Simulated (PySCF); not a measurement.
# Bond lengths and vibrations by method: Al2H4O

Calculated results; nothing here was measured. They come from PySCF 2.14.0, an open-source quantum chemistry program, on an isolated molecule that a program drew, which may never have been made. The molecule is Al2H4O (charge 0, singlet), drawn as the SMILES string `[AlH2][O][AlH2]`.

The geometry was optimised and harmonic frequencies were computed with HF and MP2, all in the cc-pV(D+d)Z basis, for the commonest isotopes, with a restricted reference for singlets and an unrestricted one otherwise, and a frozen core in MP2. Each result is a local minimum of its method.

Geometry at the HF minimum:
```xyz
7
Al2H4O, angstrom
Al   -2.0346   -0.4423   -0.3937
O    -0.4884    0.1192   -0.7416
Al    1.0581    0.6803   -1.0886
H    -2.2049   -1.8920    0.2020
H    -3.2698    0.4966   -0.6732
H     1.8570    1.4587    0.0255
H     1.6657    0.4121   -2.5184
```

Lengths of the bonds as drawn, in Å (atoms numbered as above):
```
bond,HF,MP2
Al1-O2,1.681,1.706
O2-Al3,1.681,1.706
Al1-H4,1.577,1.576
Al1-H5,1.577,1.576
Al3-H6,1.577,1.576
Al3-H7,1.577,1.576
```

Rotational constants, in GHz:
```
constant     HF    MP2
       A  65.94  65.51
       B    2.8  2.728
       C  2.799  2.727
```

Harmonic frequencies in cm^-1, each column in rising order, so a row needn't be the same motion in every method:
```
rank,HF,MP2
1,103,83
2,113,84
3,113,122
4,541,511
5,606,575
6,607,575
7,683,650
8,683,650
9,845,810
10,877,840
11,1108,?
12,1995,1979
13,1995,1985
14,2001,1985
15,2012,1989
```

**Estimate the missing MP2 frequency from the HF column.**

A single factor s that minimises the squared misfit of MP2 against s times HF over the other rows is sum(HF x MP2) / sum(HF^2) = 0.9848, with an rms misfit of 20 cm^-1. For rank 11 it gives 0.9848 x 1108 = 1091 cm^-1. The calculation gives 1052 cm^-1, 39 cm^-1 below the estimate. The drawn bonds are on average 0.5 % longer in MP2 than in HF.
